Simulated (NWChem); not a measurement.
System: C$_{2}$H$_{3}$ClO$_{2}$Si; SMILES C#C[Si](O)(Cl)O

Here is an NWChem input.

```
start job
memory heap 200 mb stack 900 mb global 1100 mb
geometry units angstroms noautosym nocenter noautoz
  C      0.972688     2.742423     0.001991
  C      0.397595     1.671204    -0.004408
  Si    -0.453497     0.065899     0.031661
  O     -1.398296    -0.137616     1.363871
  O     -1.405156    -0.025611    -1.296676
  Cl     0.993196    -1.409072     0.031553
  H      1.480563     3.691118     0.001022
  H     -0.963624    -0.309410     2.204294
  H     -2.004809    -0.776470    -1.349986
end
basis spherical
  * library def2-svp
end
dft
  xc xpbe96 cpbe96
  iterations 150
end
cosmo
  do_cosmo_smd true
  solvent meg
end
task dft energy
```

Excerpt of the output:

```
             Northwest Computational Chemistry Package (NWChem) 7.3.0
             --------------------------------------------------------

                             Geometry "geometry" -> ""
                             -------------------------

 Output coordinates in angstroms (scale by  1.889725989 to convert to a.u.)

  No.       Tag          Charge          X              Y              Z
 ---- ---------------- ---------- -------------- -------------- --------------
    1 C                    6.0000     0.97268800     2.74242300     0.00199100
    2 C                    6.0000     0.39759500     1.67120400    -0.00440800
    3 Si                  14.0000    -0.45349700     0.06589900     0.03166100
    4 O                    8.0000    -1.39829600    -0.13761600     1.36387100
    5 O                    8.0000    -1.40515600    -0.02561100    -1.29667600
    6 Cl                  17.0000     0.99319600    -1.40907200     0.03155300
    7 H                    1.0000     1.48056300     3.69111800     0.00102200
    8 H                    1.0000    -0.96362400    -0.30941000     2.20429400
    9 H                    1.0000    -2.00480900    -0.77647000    -1.34998600

 Effective nuclear repulsion energy (a.u.)     345.8061748879

  pbe96 is a nonlocal functional; adding pw91lda local functional.

                                 NWChem DFT Module
                                 -----------------

 Summary of "ao basis" -> "ao basis" (spherical)
 ------------------------------------------------------------------------------
       Tag                 Description            Shells   Functions and Types
 ---------------- ------------------------------  ------  ---------------------
 C                          def2-svp                 6       14   3s2p1d
 Si                         def2-svp                 8       18   4s3p1d
 O                          def2-svp                 6       14   3s2p1d
 Cl                         def2-svp                 8       18   4s3p1d
 H                          def2-svp                 3        5   2s1p

 in cosmo_initialize ...
 calling solv_data for solv:meg

 solvent parameters
 solvname_short: meg
 solvname_long:  1,2-ethanediol
 dielec:       40.2450
 dielecinf:     2.0501
 nonaqueous SMD model solvent descriptors
 dielec:       40.2450
 sola:          0.5800
 solb:          0.7800
 solc:          0.0000
 solg:         69.0700
 solh:          0.0000
 soln:          1.4318

[...]

                                COSMO-SMD solvation results
                                ---------------------------

             internal energy in gas <Psi(g)|H|Psi(g)> =      -977.236490553258
         internal energy in solvent <Psi(s)|H|Psi(s)> =      -977.233874657617
                               delta internal energy  =         0.002615895642 (    1.64 kcal/mol)
   total free energy in solvent <Psi(s)|H+V/2|Psi(s)> =      -977.255396391367
 polarization energy contribution <Psi(s)|V/2|Psi(s)> =        -0.021521733750 (  -13.51 kcal/mol)
    total free energy in solvent including G(SMD-CDS) =      -977.246207157205
                       G(SMD-CDS) energy contribution =         0.009189234162 (    5.77 kcal/mol)
     1 M fixed-concentration free energy of solvation =        -0.009716603947 (   -6.10 kcal/mol)

                       DFT Final Molecular Orbital Analysis
                       ------------------------------------

 Vector   29  Occ=2.000000D+00  E=-2.774923D-01
              MO Center=  3.6D-02, -1.0D-01, -1.3D-01, r^2= 4.7D+00
   Bfn.  Coefficient  Atom+Function         Bfn.  Coefficient  Atom+Function
  ----- ------------  ---------------      ----- ------------  ---------------
    87      0.409505  6 Cl pz                84      0.305117  6 Cl pz
    64      0.253133  5 O  px                20      0.201110  2 C  pz
    50     -0.198812  4 O  px                 6      0.194248  1 C  pz
    67      0.186247  5 O  px                81      0.177701  6 Cl pz
    65     -0.165007  5 O  py                53     -0.143059  4 O  px

 Vector   30  Occ=2.000000D+00  E=-2.685912D-01
              MO Center=  4.2D-01,  1.2D+00,  1.9D-02, r^2= 4.3D+00
   Bfn.  Coefficient  Atom+Function         Bfn.  Coefficient  Atom+Function
  ----- ------------  ---------------      ----- ------------  ---------------
     6      0.303903  1 C  pz                20      0.295748  2 C  pz
    87     -0.254529  6 Cl pz                84     -0.188715  6 Cl pz
    51     -0.180446  4 O  py                 9      0.174071  1 C  pz
     4      0.166973  1 C  px                23      0.166149  2 C  pz
    65      0.149625  5 O  py                18      0.142221  2 C  px

 Vector   31  Occ=2.000000D+00  E=-2.639563D-01
              MO Center=  4.3D-01,  1.2D+00,  1.9D-01, r^2= 4.4D+00
   Bfn.  Coefficient  Atom+Function         Bfn.  Coefficient  Atom+Function
  ----- ------------  ---------------      ----- ------------  ---------------
     4      0.281784  1 C  px                18      0.267892  2 C  px
    51      0.248790  4 O  py                85     -0.209605  6 Cl px
    86     -0.202579  6 Cl py                54      0.187214  4 O  py
     6     -0.169810  1 C  pz                 7      0.162860  1 C  px
    20     -0.159129  2 C  pz                 5     -0.153601  1 C  py

 Vector   32  Occ=0.000000D+00  E=-4.379966D-02
              MO Center=  4.5D-01,  1.7D+00,  2.4D-02, r^2= 3.4D+00
   Bfn.  Coefficient  Atom+Function         Bfn.  Coefficient  Atom+Function
  ----- ------------  ---------------      ----- ------------  ---------------
     9      0.517801  1 C  pz                23     -0.431608  2 C  pz
     6      0.400904  1 C  pz                41     -0.315789  3 Si pz
    20     -0.297781  2 C  pz                63     -0.235129  5 O  s
     7      0.164135  1 C  px                38     -0.159252  3 Si pz
    21     -0.134074  2 C  px                 4      0.122130  1 C  px

[...]
```

Level: PBE/def2-SVP, SMD on the gas-phase geometry. The geometry was optimised at PBE0/def2-SVP. Solvent: ethylene glycol.
